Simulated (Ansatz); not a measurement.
`CO[Si]([SiH3])(Cl)Cl` + `[F][SnH2][SH]` → `F[Si]([SiH3])(Cl)Cl` + `C[O][SnH2][SH]`  (redistribution)

Calculated with Ansatz (gas phase, PBE0-D4/def2-TZVP geometries, no zero-point term in ΔE). CCSD(T)/CBS adds triple-zeta CCSD(T) − MP2 to the extrapolated MP2 energy (def2 sets, frozen cores). Functionals use def2-TZVPP. B3LYP here is the variant with VWN-RPA as its local correlation; programs differ in this. Elements past krypton have def2 core potentials. For Sn outer-core shells are correlated without core-valence functions, which leaves a few kJ/mol of doubt a bond. One conformer a species, not always the lowest.

`CO[Si]([SiH3])(Cl)Cl`:

```xyz
12

C    -1.131   -1.814   -0.870
O    -0.732   -0.742   -0.036
Si    0.513    0.265   -0.282
Si    0.613    1.801    1.464
Cl    0.287    1.222   -2.089
Cl    2.262   -0.811   -0.414
H    -2.002   -2.283   -0.415
H    -1.398   -1.452   -1.867
H    -0.331   -2.554   -0.960
H     1.759    2.712    1.217
H    -0.651    2.578    1.507
H     0.811    1.077    2.745
```

`[F][SnH2][SH]`:

Cartesian coordinates in Å:
```
F 0.046 1.252 1.595
Sn -0.209 -0.276 0.455
S 1.265 -0.034 -1.398
H 0.280 -1.610 1.381
H -1.840 -0.168 -0.007
H 0.458 0.836 -2.026
```

`F[Si]([SiH3])(Cl)Cl`:

Cartesian coordinates in Å:
```
F -0.850 0.961 -1.860
Si -0.350 0.968 -0.352
Si 0.377 -1.147 0.306
Cl -1.912 1.601 0.794
Cl 1.155 2.338 -0.227
H 0.820 -1.054 1.720
H 1.508 -1.561 -0.562
H -0.749 -2.106 0.181
```

`C[O][SnH2][SH]`:

Cartesian coordinates in Å:
```
C 0.942 -0.578 -1.392
O 0.072 0.373 -0.836
Sn -0.857 -0.038 0.847
S -1.509 2.068 1.750
H 1.510 -0.097 -2.194
H 0.406 -1.432 -1.828
H 1.667 -0.972 -0.663
H 0.290 -0.853 1.818
H -2.279 -0.919 0.522
H -0.241 2.449 1.977
```

```
             level  ΔE (kJ/mol)  difference from CCSD(T)/CBS
            PBE-D4         18.8                          4.3
         r2SCAN-D4         18.4                          3.9
           PBE0-D4         19.4                          4.9
          B3LYP-D4         21.3                          6.8
           ωB97X-V         20.7                          6.2
           ωB97M-V         19.9                          5.4
            B2PLYP         16.8                          2.3
               PBE         16.6                          2.1
              PBE0         17.3                          2.8
             B3LYP         17.9                          3.4
    MP2/def2-TZVPP         13.8                         -0.7
    MP2/def2-QZVPP         14.4                         -0.1
SCS-MP2/def2-QZVPP         15.2                          0.7
      HF/CBS(def2)         20.8                          6.3
     MP2/CBS(def2)         14.7                          0.2
    CCSD/CBS(def2)         15.0                          0.5
       CCSD(T)/CBS         14.5                            0
```

Largest T1 diagnostic among the species: 0.013.

In def2-TZVPP, CCSD(T) changes the Hartree–Fock value by −6.8 kJ/mol (the triples alone add −0.4 kJ/mol) and MP2 by −6.6 kJ/mol. The D4 term adds +3.4 kJ/mol with B3LYP and +2.1 kJ/mol with PBE0; it sums over pairs of atoms, weighted by their polarisabilities, and B3LYP, whose exchange is more repulsive, gets the larger term.
